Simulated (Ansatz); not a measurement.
Ligand exchange through a proton shuttle

Start structure (GeNH₉O, closed shell), relaxed at PBE0-D4/def2-TZVP:

| atom | x (Å) | y (Å) | z (Å) |
| --- | --- | --- | --- |
| Ge1 | -0.9977 | 0.4445 | -1.8132 |
| H2 | 0.3551 | -0.2609 | -1.6452 |
| H3 | -2.1472 | -0.5631 | -1.8240 |
| H4 | -1.1867 | 1.4969 | -0.7132 |
| H5 | -0.9717 | 1.1835 | -3.1689 |
| H6 | -0.1169 | -0.7035 | 1.2057 |
| O7 | -0.9833 | -1.0622 | 0.9267 |
| H8 | 1.9178 | 0.1135 | 0.4274 |
| N9 | 1.6544 | -0.0421 | 1.3935 |
| H10 | -1.6229 | -0.7034 | 1.5442 |
| H11 | 2.2929 | -0.7293 | 1.7750 |
| H12 | 1.8063 | 0.8261 | 1.8919 |

The step: GeH₄ + H₂O + NH₃ → GeH₄O ([OH][GeH3]) + NH₃ + H₂; bonds formed: Ge1–O7, H2–H8, H6–N9; bonds broken: Ge1–H2, H6–O7, H8–N9. Ansatz 0.2.0; basis: def2-TZVPP and def2-QZVPP; cores frozen in the correlated methods. Filled d shells of the heavier atoms are correlated. The def2 sets are not built for correlating such inner shells, so the correlated values are less sure here. Extrapolation: Hartree–Fock as exp(−7.88 √X), correlation as X^−2.97. Energies below are by CCSD(T) at an estimated basis limit (MP2 extrapolated from triple and quadruple zeta, plus CCSD(T) − MP2 in triple zeta).

Q: What are the electronic barrier and the energy of the step, from the start structure to the end structure? (Judge from chemistry; the value comes from the calculation.)

A: The calculation gives: Barrier 194.2 kJ/mol; step energy 19.9 kJ/mol (uphill); reverse barrier, their difference, 174.3 kJ/mol. Barrier and step energy count from the start structure, the reverse barrier from the end structure.

The saddle point: One imaginary mode of 492i cm⁻¹.
| pair | start (Å) | saddle (Å) | end (Å) |
| --- | --- | --- | --- |
| Ge1–O7 | 3.13 | 1.93 | 1.80 |
| H2–H8 | 2.62 | 1.26 | 0.75 |
| H6–N9 | 1.90 | 1.08 | 1.01 |
| Ge1–H2 | 1.53 | 1.77 | 3.98 |
| H6–O7 | 0.98 | 1.51 | 2.17 |
| H8–N9 | 1.01 | 1.12 | 2.63 |

Zero-point energy (harmonic, PBE0-D4): ZPE is 238.8 kJ/mol at the start and 235.2 kJ/mol at the saddle, so the barrier goes from 194.2 to 190.6 kJ/mol.

No T1 diagnostic of these runs exceeds 0.012.

Labels in which every atom is bracketed show which atoms are joined, not bond orders.

For scale, one of the runs: CCSD(T)/def2-TZVPP, 236 basis functions, launched by `ansatz run in.yaml --threads 4 --pin off --events-out ev --progress --plain --max-ram 9574MiB`. Time: 2.6 min of wall clock on 4 CPU threads of an Arm Neoverse V1; the host was shared. Peak host memory: 4.5 GiB.
